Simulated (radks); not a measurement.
Question: Coherent X-ray form factor from a spherical all-electron density. Method: scalar-relativistic Kohn-Sham, PBE, spin-polarised, spherical densities, point nucleus; computed with a radial shooting solver on a logarithmic mesh with Libxc functionals.

| sin(theta)/lambda (1/angstrom) | f0 (electrons) |
|---|---|
| 0.05 | 16.639 |
| 0.1 | 15.655 |
| 0.15 | 14.290 |
| 0.2 | 12.817 |
| 0.25 | 11.442 |
| 0.3 | 10.273 |
| 0.4 | 8.608 |
| 0.5 | 7.586 |
| 0.6 | 6.862 |
| 0.8 | 5.619 |
| 1 | 4.447 |
| 1.25 | 3.247 |
| 1.5 | 2.428 |
| 2 | 1.616 |

The species is in the configuration that NIST lists as its ground one. Which atom or ion scatters so?

Answer: The argon ion Ar+, [Ne] 3s2 3p5. Extrapolating in s^2 from the first two rows gives f0(0) = 17.0, near the electron count 17; among species with that count, the fall with angle is slower the higher Z, and the table is that of Z = 18; from so few rows the species is fixed only to a neighbour or two.
